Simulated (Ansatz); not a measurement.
`[F][Al]([F])[F]` + `N[SiH3]` → `[F][Al-]([F])([F])[NH2+][SiH3]`  (adduct formation)

Program: Ansatz. Geometries: PBE0-D4/def2-TZVP. ΔE: electronic, gas phase. CCSD(T)/CBS adds triple-zeta CCSD(T) − MP2 to the extrapolated MP2 energy (def2 sets, frozen cores). This one scheme is used for every species. DFT in def2-TZVPP. B3LYP here is the variant with VWN-RPA as its local correlation; programs differ in this. HSE06 is defined as in plane-wave codes. Each species was taken in one conformer, which may not be the lowest.

```json
{"level": "revPBE-D4", "ΔE (kJ/mol)": "-153.3", "difference from CCSD(T)/CBS": "8.7"}
{"level": "BLYP-D4", "ΔE (kJ/mol)": "-152.2", "difference from CCSD(T)/CBS": "9.8"}
{"level": "PBE0-D4", "ΔE (kJ/mol)": "-164.9", "difference from CCSD(T)/CBS": "-2.9"}
{"level": "r2SCAN0-D4", "ΔE (kJ/mol)": "-170.4", "difference from CCSD(T)/CBS": "-8.4"}
{"level": "BHLYP-D4", "ΔE (kJ/mol)": "-170.2", "difference from CCSD(T)/CBS": "-8.2"}
{"level": "CAM-B3LYP-D4", "ΔE (kJ/mol)": "-165.6", "difference from CCSD(T)/CBS": "-3.6"}
{"level": "ωB97X-V", "ΔE (kJ/mol)": "-165.0", "difference from CCSD(T)/CBS": "-3.0"}
{"level": "PBE", "ΔE (kJ/mol)": "-148.3", "difference from CCSD(T)/CBS": "13.7"}
{"level": "B3LYP", "ΔE (kJ/mol)": "-144.1", "difference from CCSD(T)/CBS": "17.9"}
{"level": "r2SCAN0", "ΔE (kJ/mol)": "-167.2", "difference from CCSD(T)/CBS": "-5.2"}
{"level": "HSE06", "ΔE (kJ/mol)": "-156.0", "difference from CCSD(T)/CBS": "6.0"}
{"level": "LC-ωPBE", "ΔE (kJ/mol)": "-157.5", "difference from CCSD(T)/CBS": "4.5"}
{"level": "HF/def2-SVP", "ΔE (kJ/mol)": "-177.4", "difference from CCSD(T)/CBS": "-15.4"}
{"level": "CCSD(T)/def2-SVP", "ΔE (kJ/mol)": "-188.9", "difference from CCSD(T)/CBS": "-26.9"}
{"level": "HF/def2-TZVPP", "ΔE (kJ/mol)": "-145.7", "difference from CCSD(T)/CBS": "16.3"}
{"level": "CCSD/CBS(def2)", "ΔE (kJ/mol)": "-160.2", "difference from CCSD(T)/CBS": "1.8"}
{"level": "CCSD(T)/CBS", "ΔE (kJ/mol)": "-162.0", "difference from CCSD(T)/CBS": "0"}
```

Largest T1 diagnostic among the species: 0.013.

Leaving LDA and LC-ωPBE aside and taking each functional with its dispersion term where it has one, the values, not all of them listed here, spread over 19.0 kJ/mol, from r2SCAN0-D4 to B2PLYP. LDA lies −35.5 kJ/mol from PBE without D4. The D4 term adds −15.9 kJ/mol with B3LYP and −8.7 kJ/mol with PBE0; it sums over pairs of atoms, weighted by their polarisabilities, and B3LYP, whose exchange is more repulsive, gets the larger term.
